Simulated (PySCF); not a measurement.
Bond curve of TeI

Set-up: PySCF, spin-free X2C with a Gaussian nucleus, basis sets Te x2c-TZVPPall, I x2c-TZVPPall. Energies in eV from Te + I in their ground configurations at the same level. State: ²Π (doublet), unpaired electrons π ↑.

```tsv
R (Å)	UHF-CCSD	r²SCAN	UHF-CCSD(T)
2.289		-0.884	
2.396	-1.114	-1.641	-1.268
2.502	-1.527	-2.047	-1.686
2.582	-1.674	-2.189	-1.837
2.662	-1.721	-2.233	-1.889
2.742	-1.696	-2.203	-1.870
2.848	-1.583	-2.086	-1.765
2.981	-1.353	-1.860	-1.543
3.141	-1.021	-1.533	-1.210
3.354		-1.085
```

Q: Put a parabola through the three lowest points of the UHF-CCSD curve and estimate Re, k and ωe (reduced mass 64.19 u; 1 eV/Å² = 0.16022 mdyn/Å; ωe = 1302.8·√(k/μ) cm⁻¹).

A: Through R = 2.582, 2.662, 2.742 Å the second-order coefficient is 5.63 eV/Å², so Re ≈ 2.674 Å, k ≈ 1.80 mdyn/Å and ωe ≈ 218 cm⁻¹. A polynomial fit of higher order to the unrounded UHF-CCSD energies gives Re = 2.672 Å, k = 1.75 mdyn/Å, ωe = 215 cm⁻¹; anharmonicity and rounding make the difference.

The higher-order fit for each curve: UHF-CCSD: Re = 2.672 Å, ωe = 215 cm⁻¹, De = 1.72 eV; r²SCAN: Re = 2.666 Å, ωe = 217 cm⁻¹, De = 2.23 eV; UHF-CCSD(T): Re = 2.678 Å, ωe = 212 cm⁻¹, De = 1.89 eV.

Correlated steps freeze 36 core orbitals. These are scalar-relativistic numbers at best; spin–orbit coupling would shift them, the dissociation energy most. The state is the lowest determinant that a PBE0 search found; another state may lie lower at other levels.
